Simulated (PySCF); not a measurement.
Cartesian coordinates in Å; atom numbers follow the order of the lines, from 1:
```xyz
17

O    -0.368    0.048   -2.485
C    -0.422   -0.657   -1.512
C    -0.552   -0.135   -0.135
Si   -1.936    1.177   -0.061
C    -0.208   -1.011    1.030
C     0.676    0.151    0.699
C     2.061   -0.028    0.158
Cl    2.236   -1.454   -0.876
Cl    3.206   -0.191    1.521
Cl    2.528    1.410   -0.793
H    -0.477   -1.760   -1.608
H    -1.567    2.299   -0.912
H    -2.017    1.576    1.346
H    -3.170    0.522   -0.489
H    -0.797   -0.947    1.932
H     0.166   -2.003    0.820
H     0.634    1.014    1.355
```

- geometry: GFN2-xTB
- shieldings: GIAO PBE0/pcSseg-1
- run in PySCF 2.14
- no solvent model, no relativistic terms, single conformer, fast rotation and ring inversion assumed for equivalent nuclei

Referencing at the same level of theory: TMS for 13C (186.93 ppm).

Q: Do the 13C shifts follow the atomic charges (in e)? Tabulate both.

A: 
| atoms | hybridisation | δ (ppm) | σ para (ppm) | Hirshfeld | IAO | Mulliken | ESP-fitted |
| --- | --- | --- | --- | --- | --- | --- | --- |
| C2 | sp2 | 205.7 | -263 | +0.10 | +0.25 | +0.33 | +0.42 |
| C7 | sp3 | 124.0 | -176 | +0.10 | +0.03 | -0.38 | -0.68 |
| C6 | sp3 | 50.7 | -112 | -0.06 | -0.13 | -0.04 | +0.09 |
| C3 | sp3 | 28.7 | -100 | -0.09 | -0.30 | -0.63 | -0.20 |
| C5 | sp3 | 17.9 | -81 | -0.08 | -0.28 | -0.03 | -0.32 |

Correlation coefficients of δ with charge over these carbons: Hirshfeld +0.93, IAO +0.98, Mulliken +0.56, ESP-fitted +0.41; with the paramagnetic shielding -1.00. Among the 4 sp3 carbons alone: Hirshfeld +0.98, IAO +0.95, Mulliken -0.19, ESP-fitted -0.65. With so few points, grouped by hybridisation, these coefficients are fragile. Charge is one influence among several: hybridisation and low-lying excitations act through the paramagnetic term.

Carbons that carry Cl, above all several Cl atoms, come out too deshielded, partly because spin–orbit coupling is missing. Shifts are as computed. Against solution values, carbons near 30 ppm lie about +3 ppm off and those near 130 ppm about +5 ppm; carbons on Cl a further +6 ppm. Of 1309 compounds with measured shifts, 239 miss one by over three times the rms of a fit or turn the order of signals round; such compounds aren't used in these exercises.
